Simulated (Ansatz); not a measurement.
Two isomers of C3H8BNO: A = `BC(O)C(=C)N`, B = `C=C(O)B(C)N`.

Program: Ansatz. Geometries: PBE0-D4/def2-TZVP. ΔE: electronic, gas phase. CBS: MP2 limit from def2 TZ/QZ plus the TZ coupled-cluster correction, frozen cores. Functionals use def2-TZVPP. Each species was taken in one conformer, which may not be the lowest.

Which isomer does CCSD(T)/CBS put lower? Give the gap. (Estimate.)

Ansatz gave: B, by 60.2 kcal/mol.

Give E(B) − E(A) in kcal/mol with MP2/def2-TZVPP, B2PLYP, CCSD(T)/def2-TZVPP, PBE-D4, r2SCAN-D4, CCSD/def2-TZVPP, ωB97M-V. (Best estimate.)

Computed: MP2/def2-TZVPP -60.2, B2PLYP -60.5, CCSD(T)/def2-TZVPP -60.0, PBE-D4 -60.3, r2SCAN-D4 -61.0, CCSD/def2-TZVPP -59.7, ωB97M-V -60.1. None reverses the order clearly.

Largest T1 diagnostic: 0.012.

In def2-TZVPP, CCSD(T) changes the Hartree–Fock value by −2.7 kcal/mol (the triples alone add −0.3 kcal/mol) and MP2 by −2.9 kcal/mol.
